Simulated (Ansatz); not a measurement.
```yaml
crystal:
  periodic: [false, false, false]
  atoms:
    - {symbol: O, position_ang: [-0.496668, 1.009577, -0.899762]}
    - {symbol: Ge, position_ang: [0.039233, 0.696547, 0.058537]}
    - {symbol: O, position_ang: [1.149352, 0.817636, -0.086248]}
    - {symbol: Si, position_ang: [-0.345570, -0.820338, 0.519583]}
    - {symbol: H, position_ang: [-0.540939, 0.437366, -1.325268]}
    - {symbol: H, position_ang: [-0.225461, 1.522741, 0.772270]}
    - {symbol: H, position_ang: [1.631103, 0.287339, -0.463684]}
    - {symbol: H, position_ang: [-1.423789, -0.920579, 0.552959]}
    - {symbol: H, position_ang: [0.165033, -1.226336, 1.239721]}
    - {symbol: H, position_ang: [-0.005537, -1.624325, -0.279398]}
basis:
  gaussian: {orbitals: def2-TZVPD}
hamiltonian: {xc: {name: revPBE}, pseudopotentials: {relativity: scalar}}
output: {forces: true}
```

```sh
$ ansatz run in.yaml --threads 4 --pin off --events-out ev --progress --plain --max-ram 10444MiB
```

Output, abridged:

```
Functional definition: revPBE
1322 factors; their error is unknown
mean field evaluation 1: about -68971.9251 eV, gradient 1.3e2 eV
mean field evaluation 2: about -68813.9662 eV, gradient 2.8e2 eV
mean field evaluation 4: about -68994.7368 eV, gradient 3.0e1 eV
mean field evaluation 8: about -68995.5277 eV, gradient 2.9e-1 eV
mean field evaluation 16: about -68995.5083 eV, gradient 4.3e-4 eV
mean field -68995.50831217 eV, -2535.5381636371 hartree, gradient 5.7e-5 eV, S^2 0.000000; 0 other end points of the search recorded, 0 dependent functions left out
reference -68995.50838621 eV, -2535.5381663581 hartree; 34, 34 occupied and 197, 197 virtual orbitals, 1322 factors
Total energy: -68995.50838621 eV, -2535.5381663581 hartree
Relativity: scalar
Atom 0 at    -0.496668     1.009577    -0.899762 Å, force   -55.282838    54.440155   -82.457109 eV/Å
Atom 1 at     0.039233     0.696547     0.058537 Å, force   -55.511006   -23.966141    95.992214 eV/Å
Atom 2 at     1.149352     0.817636    -0.086248 Å, force   120.083939    20.209408   -10.658686 eV/Å
Atom 3 at    -0.345570    -0.820338     0.519583 Å, force   -10.656108   -11.009914    -5.920868 eV/Å
Atom 4 at    -0.540939     0.437366    -1.325268 Å, force    -4.449711   -23.339451   -23.011270 eV/Å
Atom 5 at    -0.225461     1.522741     0.772270 Å, force    -5.370974    14.803435    14.316572 eV/Å
Atom 6 at     1.631103     0.287339    -0.463684 Å, force    10.410774    -7.665091    -5.918055 eV/Å
Atom 7 at    -1.423789    -0.920579     0.552959 Å, force   -19.221769    -2.502383     1.067138 eV/Å
Atom 8 at     0.165033    -1.226336     1.239721 Å, force    16.761647   -13.597040    25.185340 eV/Å
Atom 9 at    -0.005537    -1.624325    -0.279398 Å, force     3.236047    -7.372978    -8.595276 eV/Å
Dipole moment:     0.214287    -0.163899    -0.267670 e Å
```

(1) Something in this input is off. What?

## Answers

(1) The geometry is squeezed to about two thirds of its size. Self-consistency was reached. The result belongs to that input, not to the molecule as meant.
